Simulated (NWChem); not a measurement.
Molecule: C$_{2}$H$_{5}$FSi$_{2}$; SMILES FC1=C[SiH2][SiH2]1

```xyz
10

F      0.3659    -2.3086     0.0000
C      0.2506    -0.9658     0.0000
C      1.3048    -0.1203     0.0000
Si     0.4766     1.5701     0.0000
Si    -1.3364     0.0806     0.0000
H      2.3429    -0.4495     0.0000
H      0.7246     2.4066     1.2064
H      0.7246     2.4066    -1.2064
H     -2.1906    -0.0898     1.2071
H     -2.1906    -0.0898    -1.2071
```
Atoms are numbered in this order, from 1.

Results from NWChem. All runs use the structure optimised with B3LYP/6-31G* (spherical d). Total energies compare along this basis series because the functional is fixed.

| level | basis functions | energy (Ha) | highest occupied level (eV) | orbital gap (eV) | dipole (D) |
|---|---|---|---|---|---|
| PBE0/def2-SVP | 103 | -757.2482 | -7.84 | 7.30 | 1.13 |
| PBE0/def2-SVPD | 151 | -757.2651 | -7.95 | 7.22 | ? |
| PBE0/def2-TZVP | 197 | -757.6591 | -7.90 | 7.23 | 1.11 |
| PBE0/def2-TZVPP | 247 | -757.6602 | -7.90 | 7.23 | 1.11 |

Task: What belongs in the gaps?

Result: 
- PBE0/def2-SVPD, dipole (D): 1.26
